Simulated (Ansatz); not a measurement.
Ligand exchange: C4H9F + Ge(CH3)F3 → C3H6F2 + Ge(CH3)2F2

Species: C4H9F (1-fluorobutane) `CCCCF`, singlet; Ge(CH3)F3, singlet; C3H6F2 (1,3-difluoropropane) `FCCCF`, singlet; Ge(CH3)2F2, singlet. The partners trade CH3 for F: C–CH3 and Ge–F bonds give way to C–F and Ge–CH3.

Shapes, held fixed at every level: PBE0-D4/def2-TZVP. Flexible molecules stand in one conformer, not always the lowest. Programs: Ansatz 0.2.0. Electronic energies: no zero-point or thermal term.

Estimate ΔE of this reaction.

The highest level, CCSD(T)/def2-TZVPP, gives ΔE = +105.8 kJ/mol; the levels span +95.5 to +112.9. The column of differences is taken from that level and isn't an error. No measured value is set beside it here. Relativity is left out for Ge unless named. Correlated rows may include outer-core shells of Ge, which these sets cover unevenly. Times are processor times on shared x86 and Arm servers, and rough.

```tsv
level	kind	ΔE (kJ/mol)	less CCSD(T)/def2-TZVPP	CPU time (sum over the molecules)
PBE-D4/def2-TZVPP	GGA	+95.5	-10.3	44 s
r2SCAN-D4/def2-TZVPP	meta-GGA	+102.3	-3.5	70 s
B3LYP-D4/def2-TZVPP	global hybrid	+98.2	-7.6	75 s
wB97M-V/def2-TZVPP	range-separated hybrid	+100.6	-5.2	2.5 min
wB97X-V/def2-TZVPP	range-separated hybrid	+100.9	-4.9	1.7 min
MP2/def2-TZVPP	perturbation theory	+112.9	+7.1	–
CCSD(T)/def2-TZVPP	coupled cluster or CI	+105.8	0.0	52 min
```
